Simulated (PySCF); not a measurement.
# Ni+ (nickel, charge +1): r2SCAN calculation

Configuration: [Ar] 3d8 4p1, one real determinant (an excited configuration). All numbers are calculated (PySCF 2.14, no relativity, point nucleus, in def2-TZVPPD).

```
Total energy                                                  : -1507.740 hartree
One-electron energy                                           : -2081.820 hartree
Hartree (Coulomb) energy                                      : 636.918 hartree
Exchange-correlation energy                                   : -62.837 hartree
Kinetic energy                                                : 1505.56445 hartree
⟨S²⟩                                                          : 3.7510
⟨L²⟩                                                          : 14.021
Sum of ⟨r⟩                                                    : 19.05 bohr
Sum of ⟨r²⟩                                                   : 27.63 bohr²
Traceless quadrupole moment −½Σ⟨3z² − r²⟩ along its main axis : -4.66 e·bohr²
Density at the nucleus (Gaussians lack the cusp)              : 14500 bohr⁻³
Spin density at the nucleus                                   : 0.416 bohr⁻³
Langevin diamagnetic susceptibility                           : -21.9 ×10⁻⁶ cm³/mol
```

```tsv
shell	electrons	mean orbital energy (eV)	spread (eV)	rms radius, mean of both spins (bohr)
1s α	1	-8159.4	0	0.0635
1s β	1	-8159.3	0	0.0635
2s α	1	-983.76	0	0.269
2s β	1	-982.24	0	0.269
2p α	3	-858.42	0.030	0.240
2p β	3	-857.25	0.087	0.240
3s α	1	-123.47	0	0.805
3s β	1	-119.84	0	0.805
3p α	3	-84.666	0.244	0.851
3p β	3	-81.206	0.308	0.851
3d α	5	-20.830	1.669	1.11
3d β	3	-19.133	0.271	1.11
4p α	1	-9.156	0	3.40
```

⟨L²⟩ = 14.02 against 20 for a pure G term, so this real determinant mixes terms.
